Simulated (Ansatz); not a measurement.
Start from `N[CH2][ZnH]` and change one atom or group to get `N[CH]([SiH3])[ZnH]`.

Ansatz, PBE0-D4/def2-TZVP geometries, multiplicity 1. Each molecule was computed in one conformer, which needn't be the lowest.

Scalar relativity is left out up to krypton.

```json
{"property": "size of the dipole moment (PBE/def2-TZVPP) / D", "`N[CH2][ZnH]`": "1.52"}
{"property": "LUMO energy (ωB97M-V/def2-TZVPP) / eV", "`N[CH2][ZnH]`": "0.89"}
{"property": "HOMO energy (ωB97M-V/def2-TZVPP) / eV", "`N[CH2][ZnH]`": "-8.68"}
{"property": "size of the dipole moment (B3LYP/def2-TZVPP) / D", "`N[CH2][ZnH]`": "1.51"}
{"property": "HOMO energy (B3LYP/def2-TZVPP) / eV", "`N[CH2][ZnH]`": "-6.17"}
{"property": "HOMO energy (PBE0/def2-TZVPP) / eV", "`N[CH2][ZnH]`": "-6.37"}
```

(1) What does the change do to each property? (Estimate.)

Results:

(1) The calculation gave: 
```json
{"property": "size of the dipole moment (PBE/def2-TZVPP) / D", "`N[CH]([SiH3])[ZnH]`": "1.29", "shift": "-0.23"}
{"property": "LUMO energy (ωB97M-V/def2-TZVPP) / eV", "`N[CH]([SiH3])[ZnH]`": "0.65", "shift": "-0.24"}
{"property": "HOMO energy (ωB97M-V/def2-TZVPP) / eV", "`N[CH]([SiH3])[ZnH]`": "-8.20", "shift": "0.48"}
{"property": "size of the dipole moment (B3LYP/def2-TZVPP) / D", "`N[CH]([SiH3])[ZnH]`": "1.27", "shift": "-0.24"}
{"property": "HOMO energy (B3LYP/def2-TZVPP) / eV", "`N[CH]([SiH3])[ZnH]`": "-5.83", "shift": "0.34"}
{"property": "HOMO energy (PBE0/def2-TZVPP) / eV", "`N[CH]([SiH3])[ZnH]`": "-6.01", "shift": "0.36"}
```

With PBE0 the HOMO rises by 0.36 eV and the LUMO falls by 0.28 eV, so the gap narrows by about 0.64 eV. PBE moves the HOMO by 0.16 eV and ωB97M-V by 0.48 eV. Dipoles are sizes alone; their direction can turn.

B3LYP here is the variant with VWN-RPA as its local correlation; programs differ in this.
